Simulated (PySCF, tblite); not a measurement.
Isomers of C2H13NOSi4, one GFN2-xTB conformer each. Single-point energies are computed at PBE0/pcSseg-1 (PySCF, gas phase, no added dispersion term), electronic only.

```
                            SMILES  GFN2-xTB relative energy (kcal/mol)
   C[SiH2][Si@H](N[SiH3])[SiH2]C=O                                 61.9
 [SiH3]/C=C(/[SiH3])O[SiH2]N[SiH3]                                  0.0
CC(=O)N[Si@@H]([SiH3])[SiH2][SiH3]                                 41.5
```

Conformers: `[CH3:1][SiH2:2][Si@H:3]([NH:4][SiH3:5])[SiH2:6][CH:7]=[O:8]` with C1–Si2–Si3–N4 88°, Si2–Si3–N4–Si5 -177°, Si2–Si3–Si6–C7 -45°, Si3–Si6–C7–O8 16°; `[SiH3:1]/[CH:2]=[C:3](/[SiH3:4])[O:5][SiH2:6][NH:7][SiH3:8]` with C2–C3–O5–Si6 -141°, C3–O5–Si6–N7 -62°, O5–Si6–N7–Si8 171°; `[CH3:1][C:2](=[O:3])[NH:4][Si@@H:5]([SiH3:6])[SiH2:7][SiH3:8]` with C1–C2–N4–Si5 -177°, C2–N4–Si5–Si6 -12°, N4–Si5–Si7–Si8 19°.

Task: What does PBE0/pcSseg-1 give for the same structures?

Result: 
| SMILES | PBE0/pcSseg-1 E (Eh) | PBE0/pcSseg-1 (kcal/mol) | GFN2-xTB (kcal/mol) | point group |
| --- | --- | --- | --- | --- |
| CC(=O)N[Si@@H]([SiH3])[SiH2][SiH3] | -1371.21372 | 0.0 | 41.5 | C1 |
| [SiH3]/C=C(/[SiH3])O[SiH2]N[SiH3] | -1371.20857 | 3.2 | 0.0 | C1 |
| C[SiH2][Si@H](N[SiH3])[SiH2]C=O | -1371.19587 | 11.2 | 61.9 | C1 |

GFN2-xTB puts [SiH3]/C=C(/[SiH3])O[SiH2]N[SiH3] lowest instead; measured from each level's own lowest isomer, the values differ by up to 50.7 kcal/mol (C[SiH2][Si@H](N[SiH3])[SiH2]C=O: 61.9 against 11.2). As drawn, the lowest has a C(=O)–N unit, which the highest lacks; the highest has an Si–C bond, which the lowest lacks.

Task: Which frontier levels, dipoles and rotational constants go with these structures?

Result: 
| SMILES | HOMO (eV, PBE0/pcSseg-1) | LUMO (eV) | dipole (D) | A, B, C (MHz) |
| --- | --- | --- | --- | --- |
| CC(=O)N[Si@@H]([SiH3])[SiH2][SiH3] | -7.45 | -1.18 | 3.54 | 1206, 643.9, 456.0 |
| [SiH3]/C=C(/[SiH3])O[SiH2]N[SiH3] | -7.25 | -0.67 | 1.69 | 1734, 478.1, 384.8 |
| C[SiH2][Si@H](N[SiH3])[SiH2]C=O | -6.98 | -1.53 | 1.63 | 1197, 656.4, 478.8 |

Task: What happens when harmonic zero-point energies from GFN2-xTB frequencies are added?

Result: 
| SMILES | ZPE (kcal/mol) | electronic (kcal/mol) | with ZPE (kcal/mol) |
| --- | --- | --- | --- |
| CC(=O)N[Si@@H]([SiH3])[SiH2][SiH3] | 84.9 | 0.0 | 0.2 |
| [SiH3]/C=C(/[SiH3])O[SiH2]N[SiH3] | 81.5 | 3.2 | 0.0 |
| C[SiH2][Si@H](N[SiH3])[SiH2]C=O | 84.6 | 11.2 | 11.0 |

The zero-point energies span 3.4 kcal/mol. [SiH3]/C=C(/[SiH3])O[SiH2]N[SiH3] becomes the lowest.
